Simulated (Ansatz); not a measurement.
Input file for Ansatz (an electronic-structure program): U-CCSD(T)/def2-TZVPP on BP+, 2S+1 = 4, a spin state set in the input, which need not be the lowest, a point of a bond scan (R = 1.846 Å). Charge +1.

Ansatz 0.2 input:
```yaml
crystal:
  periodic: [false, false, false]
  atoms:
    - {symbol: B, position_ang: [0.00000000, 0.00000000, 0.00000000]}
    - {symbol: P, position_ang: [0.00000000, 0.00000000, 1.84624600]}
basis:
  gaussian:
    orbitals: def2-TZVPP
total_charge: 1
magnetization: {spin_polarized: true, initial_magnetization: 3}
correlation: {method: ccsd_t, electrons: valence}
output: {orbitals: {seedname: ./end}}
```

The log:

```
WARN ansatz: RAYON_NUM_THREADS=2 ignored (pool sized by the plan → 2); use --threads N
Functional definition: HF
integrals: 0.07 GiB planned
445 factors; integrals over basis functions are off by at most 1.3e-3 eV
mean field: 0.12 GiB planned
mean field evaluation 1: about -9931.5556 eV, gradient 8.2e0 eV
mean field evaluation 2: about -9931.5744 eV, gradient 8.2e0 eV
mean field evaluation 4: about -9932.4190 eV, gradient 2.2e0 eV
mean field evaluation 8: about -9932.6001 eV, gradient 2.5e-1 eV
mean field evaluation 16: about -9932.1980 eV, gradient 3.6e0 eV
mean field evaluation 32: about -9929.2099 eV, gradient 3.8e-2 eV
mean field evaluation 64: about -9929.1928 eV, gradient 8.7e-1 eV
mean field -9932.60270442 eV, -365.0164168275 hartree, gradient 2.6e-6 eV, S^2 3.764152; 1 other end points of the search recorded, 0 dependent functions left out
determinant -9932.60270442 eV, -365.0164168275 hartree, with singles and doubles -9937.03494714 eV, -365.1792987430 hartree
determinant -9929.20849249 eV, -364.8916818396 hartree, with singles and doubles -9933.88145595 eV, -365.0634100794 hartree
6 core orbitals not correlated
reference -9932.60270442 eV, -365.0164168275 hartree; 5, 2 occupied and 62, 65 virtual orbitals, 445 factors
second order -3.59473044 eV of doubles, -0.00000000 eV of singles
coupled cluster: 0.19 GiB planned
cycle   1  -4.38203936 eV  change   -2.3e-1 eV  update   2.1e-2
cycle   2  -4.39900751 eV  change   -1.7e-2 eV  update   6.5e-3
cycle   3  -4.40427607 eV  change   -5.3e-3 eV  update   3.3e-3
cycle   4  -4.40846363 eV  change   -4.2e-3 eV  update   1.7e-3
cycle   5  -4.40983296 eV  change   -1.4e-3 eV  update   9.2e-4
cycle   6  -4.41005032 eV  change   -2.2e-4 eV  update   3.4e-4
cycle   7  -4.41015671 eV  change   -1.1e-4 eV  update   1.6e-4
cycle   8  -4.41011683 eV  change    4.0e-5 eV  update   6.2e-5
cycle   9  -4.41009488 eV  change    2.2e-5 eV  update   1.9e-5
cycle  10  -4.41009282 eV  change    2.1e-6 eV  update   5.5e-6
perturbative correction -0.24623905 eV, -0.0090491182 hartree
Total energy: -9937.25903628 eV, -365.1875338674 hartree
```

Self-consistency was reached.

Cost: around 3 core-seconds (rough).
